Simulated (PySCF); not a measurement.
PySCF job for C8H4N2OS2, SMILES c1nnc(-c2cc3sccc3s2)o1, SMD-ωB97X/6-31G*. Geometry optimised at PBE0-D3(BJ)/def2-SVP. This is a generated structure with no PubChem entry under its InChIKey; it may be hypothetical. Other conformers were not sampled.

```python
import numpy as np
from pyscf import gto, scf, dft
from pyscf.solvent import smd

mol = gto.M(
    atom='''
    C     0.32689900    4.16394848   -0.00000000
    N    -0.96027492    4.14402026   -0.00000000
    N    -1.33087774    2.82520112    0.00000000
    C    -0.23059446    2.13400432    0.00000000
    C    -0.07638965    0.70282436    0.00000000
    C    -1.10420363   -0.21429671    0.00000000
    C    -0.59817100   -1.53423597    0.00000000
    S    -1.29342636   -3.11635741   -0.00000000
    C     0.27755208   -3.84156772   -0.00000000
    C     1.30345643   -2.93417709   -0.00000000
    C     0.79815909   -1.60627438    0.00000000
    S     1.50519902   -0.03301658    0.00000000
    O     0.86333250    2.92736076   -0.00000000
    H     0.99686995    5.02001350    0.00000000
    H    -2.15224688    0.08351331    0.00000000
    H     0.36071016   -4.92800042   -0.00000000
    H     2.35746577   -3.21033005   -0.00000001
    ''',
    basis='6-31G*',
    charge=0,
    spin=0,
    max_memory=1600,
    verbose=3,
)
mf = dft.RKS(mol, xc='wb97x').density_fit(auxbasis='def2-universal-jkfit')
mf.grids.level = 3
mf.conv_tol = 1e-9
mf.max_cycle = 100
mf.kernel()
res = {}
for name in ['water', 'ethylethanoate', 'chlorobenzene']:
    s = mf.SMD()
    s.with_solvent.solvent, s.with_solvent.sasa_ng = name, 194
    s.kernel(mf.make_rdm1())
    res[name] = (s.e_tot, s.with_solvent.get_cds(), s.dip_moment(), s.mo_energy, s.converged)
    print(f'SMD {name}: dG(solv) = {(s.e_tot - mf.e_tot) * 627.509474:.3f} kcal/mol, of which CDS {res[name][1] * 627.509474:.3f}')
```

Program output:

```
converged SCF energy = -1288.14353868415
converged SCF energy = -1288.15588537009
Dipole moment(X, Y, Z, Debye):  4.11934, -2.97926, -0.00000
SMD water: dG(solv) = -7.748 kcal/mol, of which CDS 3.093
converged SCF energy = -1288.15764656389
Dipole moment(X, Y, Z, Debye):  3.80293, -2.89546, -0.00000
SMD ethylethanoate: dG(solv) = -8.853 kcal/mol, of which CDS -1.053
converged SCF energy = -1288.15885293137
Dipole moment(X, Y, Z, Debye):  3.78982, -2.88725, -0.00000
SMD chlorobenzene: dG(solv) = -9.610 kcal/mol, of which CDS -1.931
```

The calculation finished and met its thresholds.
